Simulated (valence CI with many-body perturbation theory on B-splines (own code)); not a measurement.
# Which ion has this spectrum?

A relativistic CI+MBPT calculation for an atom or ion with 31 electrons gives these levels (cm⁻¹):

| J | Parity | E | g |
| --- | --- | --- | --- |
| 1/2 | odd | 0 | 0.66 |
| 3/2 | odd | 331872 | 1.33 |
| 1/2 | even | 563383 | 2.32 |
| 3/2 | even | 821486 | 1.68 |
| 5/2 | even | 871456 | 1.39 |
| 3/2 | even | 946153 | 0.94 |
| 1/2 | even | 971243 | 1.18 |
| 5/2 | even | 1176926 | 1.40 |
| 3/2 | even | 1283165 | 1.06 |
| 1/2 | even | 1303682 | 1.82 |
| 3/2 | even | 1357371 | 0.97 |
| 5/2 | even | 1397018 | 1.20 |
| 3/2 | odd | 1523548 | 1.34 |
| 3/2 | odd | 1755284 | 0.57 |

The energies are calculated, and their last digits are not significant.

**Question.** Which is it?
A. Dy35+
B. Gd33+
C. Eu32+
D. Tb34+

**Answer.** C. Eu32+, ground level (4s^2 4p1/2) J=1/2.
